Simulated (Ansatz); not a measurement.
Energy landscape of H2B, doublet: symmetric bend, bond length relaxed. Scanned: H-B-H angle. Other coordinates (B-H bond length) were minimised at PBE0/def2-TZVP.

- UKS-PBE/def2-SVP = unrestricted PBE/def2-SVP (Ansatz, a quantum-chemistry and plane-wave program)
- UKS-PBE0/def2-SVP = unrestricted PBE0/def2-SVP (Ansatz)
- FCI/def2-SVP = full CI/def2-SVP, frozen core (Ansatz)

Energies relative to the lowest point of each profile, in kJ/mol; the last columns give the error against full CI:

```tsv
a / °	UKS-PBE/def2-SVP	UKS-PBE0/def2-SVP	FCI/def2-SVP	UKS-PBE/def2-SVP − FCI/def2-SVP	UKS-PBE0/def2-SVP − FCI/def2-SVP
169.77	24.7	26.9	34.9	-10.2	-8.0
158.05	16.8	18.2	23.1	-6.3	-5.0
151.08	11.0	11.9	15.1	-4.0	-3.2
141.44	4.0	4.3	5.5	-1.5	-1.2
131.08	0.0	0.0	0.0	0.0	0.0
118.78	3.4	3.5	3.2	0.3	0.4
110.41	12.3	12.8	12.9	-0.5	0.0
98.28	36.5	38.1	39.5	-2.9	-1.3
87.57	70.6	73.7	76.6	-6.0	-3.0
79.42	105.6	110.1	114.3	-8.7	-4.2
69.73	158.2	164.8	170.4	-12.2	-5.7
60	223.9	232.9	240.6	-16.6	-7.6
```

UKS-PBE/def2-SVP is furthest from FCI/def2-SVP at 60 (-16.6 kJ/mol, below); its mean absolute error over the points is 5.8 kJ/mol.

UKS-PBE0/def2-SVP is furthest from FCI/def2-SVP at 169.77 (-8.0 kJ/mol, below); its mean absolute error over the points is 3.3 kJ/mol.

The scan ran from 180.0 to 60.0; beyond the range shown the relaxed coordinates jump or full CI changes its symmetry label.
